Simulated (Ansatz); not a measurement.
`[CH3][Zn][O]C=N` + H₂Te → `[CH3][Zn][TeH]` + `N=CO`  (ligand exchange at a Zn–O bond)

Gas-phase electronic energies from Ansatz, PBE0-D4/def2-TZVP geometries. CCSD(T)/CBS is the MP2 limit (def2-TZVPP, def2-QZVPP) plus CCSD(T) − MP2 in def2-TZVPP, frozen cores. This one scheme is used for every species. Functionals use def2-TZVPP. Elements past krypton have def2 core potentials. For Te, Zn outer-core shells are correlated without core-valence functions, which leaves a few kJ/mol of doubt a bond. Scalar relativity is left out up to krypton. One conformer a species, not always the lowest.

```
        level  ΔE (eV)
       B97M-V    -0.67
         PBE0    -0.90
CCSD/def2-SVP    -0.74
HF/def2-QZVPP    -0.87
```

(1) What does CCSD(T)/CBS give? (Estimate.)

Largest T1 diagnostic among the species: 0.016.

Results:

(1) The calculation gave: -0.83 eV. The listed levels differ from it by 0.16, -0.07, 0.09, -0.04 eV.

From BLYP to BHLYP (50 % exact exchange), in def2-TZVPP and without D4, ΔE moves by −0.12 eV. Leaving LDA and LC-ωPBE aside and taking each functional with its dispersion term where it has one, the values, not all of them listed here, spread over 0.22 eV, from HSE06-D4 to B97M-V.
